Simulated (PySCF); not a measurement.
C2H5BiF2, SMILES C[CH2][Bi]([F])[F].

Geometry optimised at PBE-D3(BJ)/def2-SVP. The structure was generated by enumeration; whether it is a known compound was not checked. The def2 effective core potentials stand for the cores of Bi; spin–orbit coupling is left out. The values are those of a single conformer.

Computed with PySCF 2.14.0 with PBE-D3(BJ)/def2-SVP.

Frequencies are harmonic and unscaled.

Computed harmonic wavenumbers and intensities:
| mode | ν (cm⁻¹) | IR (km/mol) | moving atoms (share of kinetic energy) |
|---|---|---|---|
| 1 | 58 | 0.7 | C 39 %, H 35 %, F 26 % |
| 2 | 132 | 0.0 | F 50 %, H 30 %, C 18 % |
| 3 | 136 | 10.2 | F 66 %, C 21 %, H 9 % |
| 4 | 166 | 7.6 | F 86 % |
| 5 | 239 | 0.0 | H 85 %, C 10 % |
| 6 | 252 | 5.4 | C 57 %, H 20 %, Bi 14 %, F 9 % |
| 7 | 434 | 12.8 | C 72 %, H 23 % |
| 8 | 544 | 53.9 | F 91 %, Bi 9 % |
| 9 | 552 | 36.1 | F 92 % |
| 10 | 653 | 6.9 | H 81 %, C 18 % |
| 11 | 897 | 1.1 | H 93 % |
| 12 | 921 | 10.5 | H 86 %, C 13 % |
| 13 | 1024 | 3.6 | C 78 %, H 22 % |
| 14 | 1137 | 25.4 | H 68 %, C 32 % |
| 15 | 1192 | 0.6 | H 75 %, C 25 % |
| 16 | 1333 | 3.4 | H 83 %, C 17 % |
| 17 | 1380 | 0.6 | H 89 %, C 11 % |
| 18 | 1411 | 9.3 | H 98 % |
| 19 | 1434 | 4.5 | H 96 % |
| 20 | 2965 | 30.2 | H 97 % |
| 21 | 2979 | 16.3 | H 95 % |
| 22 | 3042 | 7.4 | H 90 %, C 10 % |
| 23 | 3052 | 7.0 | H 91 %, C 9 % |
| 24 | 3074 | 7.7 | H 91 %, C 9 % |
